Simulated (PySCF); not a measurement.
# A small calculation by hand: oscillator strength and radiative lifetime

C3H9NSi, SMILES [SiH3][C@H]1CCN1.

The structure is a stationary point at PBE0-D3(BJ)/def2-SVP. The structure was generated by enumeration; whether it is a known compound was not checked.

TDA-PBE/def2-SVPD (PySCF 2.14.0) puts the first singlet state with f over 0.02 at 5.55 eV (vertical), with the transition dipole (0.306, 0.181, 0.160) in atomic units.

Task: Find the oscillator strength, the wavelength and the radiative lifetime that this transition would have in vacuum if emission retraced absorption.

Result: 
|μ|² = 0.1520 au, so |μ| = 0.99 D. ΔE = 5.55/27.211 = 0.2040 hartree. f = (2/3) ΔE |μ|² = 0.021 (the program prints 0.021).
λ = 1239.84/5.55 = 223 nm; ν = 44764 cm⁻¹.
Einstein's coefficient A = 0.6670 ν² f s⁻¹ (ν in cm⁻¹) = 2.8e7 s⁻¹, so τ = 1/A = 36 ns. This state is S3; the lower singlets have f = 0.008, 0.001. The figure is the radiative limit of this one transition; relaxation, internal conversion, crossing to triplets and a medium change what is measured.
